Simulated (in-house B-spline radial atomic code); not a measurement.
A fraction x of an electron is removed from 5p in Er2+, starting from [Xe] 4f12 and keeping the highest spin. Computed with a B-spline radial code for spherical atoms: scalar-relativistic (X2C) BHandHLYP, spin-polarised, spherical fractional occupations, Fermi nucleus of rms radius 5.2516 fm.

Caution: exact exchange at fractional occupations of open shells leaves self-interaction of up to several eV.

```csv
x,E(x) - E(0) (eV),5p down level (eV)
0,0.0000,-44.157
0.09,4.0151,-45.068
0.17,7.6531,-45.882
0.36,16.5558,-47.835
0.47,21.8804,-48.977
0.5,23.3543,-49.289
0.52,?,?
0.74,35.4857,-51.811
0.84,40.7197,-52.871
0.94,?,?
1,49.3155,-54.579
```

Question: What belongs in the row x = 0.52?

Answer: An energy change of 24.3422 eV; 5p down at -49.498 eV.

Question: What belongs in the row x = 0.94?

Answer: An energy change of 46.0600 eV; 5p down at -53.937 eV.

Question: Check Janak's theorem between x = 0.09 and 0.17.

Answer: The slope of the energy is 45.47 eV; the orbital levels give 45.47 eV (-ε of the emptying orbital, averaged over the two points).
